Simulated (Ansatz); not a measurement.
`[OH][AlH][CH2]S` + `B[NH][GeH3]` → `[BH2][AlH][OH]` + `SC[NH][GeH3]`  (redistribution)

Program: Ansatz. Geometries: PBE0-D4/def2-TZVP. ΔE: electronic, gas phase. CCSD(T)/CBS is the MP2 limit (def2-TZVPP, def2-QZVPP) plus CCSD(T) − MP2 in def2-TZVPP, frozen cores. Functionals use def2-TZVPP. B3LYP here is the variant with VWN-RPA as its local correlation; programs differ in this. For Ge outer-core shells are correlated without core-valence functions, which leaves a few kJ/mol of doubt a bond. Scalar relativity is left out up to krypton. Each species was taken in one conformer, which may not be the lowest.

**Question.** Is it downhill or uphill in electronic energy at CCSD(T)/CBS, and by how much? (An estimate is asked.)

**Answer.** Ansatz gave: Uphill: ΔE = +245.0 kJ/mol.

**Question.** What do these levels give: PBE0-D4, B3LYP-D4, ωB97X-V, B2PLYP, HF/def2-QZVPP, HF/CBS(def2)? (An estimate is asked.)

**Answer.** Ansatz gave: PBE0-D4 241.7, B3LYP-D4 244.8, ωB97X-V 241.1, B2PLYP 250.1, HF/def2-QZVPP 240.1, HF/CBS(def2) 240.2 kJ/mol.

Largest T1 diagnostic among the species: 0.013.

In def2-TZVPP, CCSD(T) changes the Hartree–Fock value by +5.0 kJ/mol (the triples alone add +1.1 kJ/mol) and MP2 by +15.2 kJ/mol.
